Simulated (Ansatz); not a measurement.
Relaxation of BCl₂FH₂ (6 atoms, charge 0, multiplicity 1), to a largest force component of 0.03 eV/Å in at most 50 steps.

All numbers below come from RKS PBE-D4/def2-SVP (Ansatz).

```xyz
6
Properties=species:S:1:pos:R:3
B -0.025 0.240 -0.036
H -0.027 0.391 1.157
F 1.118 0.099 -0.681
Cl -1.524 0.349 -0.940
Cl -0.164 -2.594 1.111
H -0.241 -1.385 1.679
```

Q: Where does it end, and by what steps?

A: The forces met the threshold. The force dipped under the threshold on the way, but the program's further checks kept it going. After 12 steps the energy has fallen by 0.064 eV; H6 moved furthest, 0.71 Å.

| step | energy less start (eV) | largest force component (eV/Å) | accepted |
| --- | --- | --- | --- |
| 0 | 0.0000 | 0.943 | yes |
| 1 | -0.0211 | 0.529 | yes |
| 2 | -0.0161 | 0.463 | no |
| 3 | -0.0342 | 0.458 | yes |
| 4 | -0.0474 | 0.214 | yes |
| 5 | -0.0525 | 0.122 | yes |
| 6 | -0.0564 | 0.230 | yes |
| 7 | -0.0288 | 1.134 | no |
| 8 | -0.0609 | 0.148 | yes |
| 9 | -0.0636 | 0.018 | yes |
| 10 | -0.0595 | 0.282 | no |
| 11 | -0.0639 | 0.052 | yes |
| 12 | -0.0643 | 0.015 | yes |

```xyz
6
Properties=species:S:1:pos:R:3
B -0.015 0.362 -0.127
H 0.007 0.659 1.048
F 1.115 0.133 -0.777
Cl -1.527 0.374 -1.024
Cl -0.149 -2.520 1.018
H -0.293 -1.908 2.153
```

The run took 28 s on 1 thread of Arm Neoverse V1, with other jobs on the host, peak memory 0.13 GiB.
